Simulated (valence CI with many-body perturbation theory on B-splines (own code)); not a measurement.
## Energy levels of Pd5+

Computed by relativistic CI+MBPT: five valence electrons over a frozen Dirac-Fock core [Kr], a basis of 7 s, 7 p, 8 d, 6 f, 4 g, 1 h functions for each j, with the one-electron correlation potential Σ1, the two-electron term Σ2, the three-electron term Σ3, Breit, model QED; selected CI, second order for the rest, scaled by the run's own slope (own B-spline code, finite nucleus).

No measured spectrum was set against this ion. As an estimate, terms of the open shell hold to 2 to 4 % of their energy, and close levels can change places; different configurations can be misplaced against each other by 1,000 to 8,000 cm⁻¹. Core correlation moves these levels by up to 20000 cm⁻¹, and in measured spectra 5 to 20 % of such shifts remained as error; rates that hang on mixing are uncertain with them. Among the levels kept, up to 1900 cm⁻¹ of a level comes from second order outside the variational space, and about a tenth of that is noise between levels of different J, which matters for small intervals. Only levels of the ground parity were solved; by the run's estimate the other parity begins above the list, which can be wrong where configurations are misplaced.

Levels 46 to 52 of 52, with energies above the lowest level, 4d5 6S_5/2. "Leading %" is the weight of the configuration and term that name the level; weights of strongly mixed levels are sums over their largest components and can fall short. In the jj column 3d3/2^4 stands for four electrons in 3d with j = 3/2. Lifetimes count E1, E2, E3, M1 and M2 decay at the calculated energies, and are blank where another channel may lead or the interval is too uncertain; long ones can be off by a factor of two.

| No. | Configuration | Term | J | E (cm⁻¹) | Leading % | Second component | Leading jj | Lifetime |
| --- | --- | --- | --- | --- | --- | --- | --- | --- |
| 46 | 4d4 5s | 4D | 7/2 | 200700 | 92 |  | 4d3/2^2 4d5/2^2 5s (38 %) | 18.1 μs |
| 47 | 4d4 5s | 4H | 7/2 | 205040 | 82 | 8 % 4d4 5s 4G | 4d3/2^3 4d5/2 5s (47 %) | 40.1 μs |
| 48 | 4d4 5s | 4P | 1/2 | 205450 | 85 | 5 % 4d4 5s 2S | 4d3/2^4 5s (40 %) | 36.6 μs |
| 49 | 4d4 5s | 4H | 9/2 | 205630 | 75 | 14 % 4d4 5s 4G | 4d3/2^2 4d5/2^2 5s (47 %) | 39.3 μs |
| 50 | 4d4 5s | 4H | 11/2 | 206970 | 86 | 10 % 4d4 5s 4G | 4d3/2^2 4d5/2^2 5s (85 %) | 39.5 μs |
| 51 | 4d4 5s | 4H | 13/2 | 208220 | 94 | 4 % 4d4 5s 2I | 4d3/2^2 4d5/2^2 5s (60 %) | 38.5 μs |
| 52 | 4d4 5s | 4G | 5/2 | 208680 | 50 | 45 % 4d4 5s 4F | 4d3/2^2 4d5/2^2 5s (57 %) | 37.1 μs |

Names give the largest LS component (configuration and term), which can be under half, so a name can repeat, a term be missing and a line seem to break the LS rules; names also repeat where a configuration has a term twice.
